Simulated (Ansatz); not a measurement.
Consider the formal exchange of groups at the Si–C bond: `O[SiH](F)CCl` + `CC` → `CC[SiH](O)F` + `CCl`.

Program: Ansatz. Geometries: PBE0-D4/def2-TZVP. ΔE: electronic, gas phase. CCSD(T)/CBS adds triple-zeta CCSD(T) − MP2 to the extrapolated MP2 energy (def2 sets, frozen cores). This one scheme is used for every species. Functionals use def2-TZVPP. One conformer a species, not always the lowest.

(1) Is it downhill or uphill in electronic energy at CCSD(T)/CBS, and by how much? (Estimate.)

(2) What do these levels give: BLYP-D4, PBE, r2SCANh, BHLYP, HF/def2-QZVPP, HF/CBS(def2)? (Best estimate.)

Largest T1 diagnostic among the species: 0.011.

Results:

(1) Computed: Nearly level: ΔE = +1.4 kJ/mol.

(2) The calculation gave: BLYP-D4 2.8, PBE 1.6, r2SCANh 2.3, BHLYP 0.9, HF/def2-QZVPP -0.2, HF/CBS(def2) -0.3 kJ/mol.

Leaving LDA and LC-ωPBE aside and taking each functional with its dispersion term where it has one, the values, not all of them listed here, spread over 2.3 kJ/mol, from PBE-QIDH to B97M-V.
